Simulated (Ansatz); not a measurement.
```yaml
crystal:
  periodic: [false, false, false]
  atoms:
    - {symbol: Li, position_ang: [-1.385811, 0.286666, -1.376531]}
    - {symbol: Li, position_ang: [1.154483, -0.321132, -1.956638]}
    - {symbol: Li, position_ang: [1.970508, -0.083819, 1.259589]}
    - {symbol: Li, position_ang: [0.490221, -1.105581, -0.220677]}
    - {symbol: Li, position_ang: [0.831498, 1.531310, -0.219278]}
    - {symbol: Li, position_ang: [-0.290418, 0.463953, 2.167495]}
    - {symbol: H, position_ang: [0.022001, -1.217209, -1.479210]}
    - {symbol: H, position_ang: [-3.282689, -0.186289, -1.377399]}
    - {symbol: H, position_ang: [-0.728885, 0.503929, 0.371341]}
    - {symbol: H, position_ang: [1.840163, 0.005385, -0.395732]}
    - {symbol: H, position_ang: [-3.193888, 0.113640, -1.669736]}
    - {symbol: H, position_ang: [0.805401, -0.882163, 1.813579]}
    - {symbol: H, position_ang: [1.317430, 1.620308, 1.663361]}
basis:
  gaussian: {orbitals: cc-pVDZ, nuclear_model: gaussian}
total_charge: -1
hamiltonian: {xc: {name: SVWN5}}
```

```sh
$ ansatz run in.yaml --threads 2 --pin off --events-out ev --progress --plain --max-ram 4352MiB
```

It prints (some lines left out):

```
Functional definition: SVWN5
  name "SVWN5"
  cite "Dirac, Proc. Camb. Phil. Soc. 26, 376 (1930) doi:10.1017/S0305004100016108"
  cite "Slater, Phys. Rev. 81, 385 (1951) doi:10.1103/PhysRev.81.385"
  cite "Vosko, Wilk & Nusair, Can. J. Phys. 58, 1200 (1980) doi:10.1139/p80-159"
  exchange = slater_x
  correlation = vwn5_c
1156 factors; their error is unknown
mean field evaluation 1: about -1301.9959 eV, gradient 3.7e1 eV
mean field evaluation 2: about -1234.5691 eV, gradient 8.7e1 eV
mean field evaluation 4: about -1304.3374 eV, gradient 2.2e1 eV
mean field evaluation 8: about -1311.2028 eV, gradient 2.1e0 eV
mean field evaluation 16: about -1311.2808 eV, gradient 6.8e-1 eV
mean field evaluation 32: about -1311.1526 eV, gradient 2.6e0 eV
mean field -1311.24908334 eV, -48.1875150164 hartree, gradient 1.6e-5 eV, S^2 0.000000; 7 other end points of the search recorded, 0 dependent functions left out
reference -1311.24913178 eV, -48.1875167963 hartree; 13, 13 occupied and 106, 106 virtual orbitals, 1156 factors
Total energy: -1311.24913178 eV, -48.1875167963 hartree
```

It took 4.5 s on 2 threads of Arm Neoverse V2 on a shared host.

The highest occupied level of an anion often lies above zero with these methods, and sets without diffuse functions describe the outer electron poorly. A triplet lies near this restricted singlet, and broken spin symmetry wasn't tried.
